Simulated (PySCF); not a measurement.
Excitation energy of Sm by level of theory

Sm [Xe] 4f6 6s2 (7F) → Sm [Xe] 4f6 5d2 (high-spin determinant), as a difference of total energies. All numbers are calculated (PySCF 2.14, scalar relativity by spin-free X2C-1e, in x2c-TZVPPall). Correlated levels: valence: [Kr] 4d10 frozen; valence and next inner shell: [Ar] 3d10 frozen. The calculations carry no spin-orbit coupling.

| method | excitation energy (eV) |
| --- | --- |
| UHF | 3.232 |
| LDA | 3.061 |
| PBE | 2.772 |
| PBE0 | 2.838 |
| r2SCAN | 2.387 |
| MP2 (valence) | 3.545 |
| SCS-MP2 (valence) | 3.858 |
| MP2 (valence and next inner shell) | 3.555 |
| SCS-MP2 (valence and next inner shell) | 3.854 |

**Question.** How much does correlation contribute at MP2 (valence and next inner shell)?

**Answer.** 3.555 − (3.232) = 0.323 eV, measured against UHF.

A first-order spin-orbit estimate (lowest level to lowest level, LS coupling) adds -0.045 eV.

The determinant of the upper state mixes LS terms, which raises its energy above the lowest term, most at the Hartree-Fock and MP2 levels.
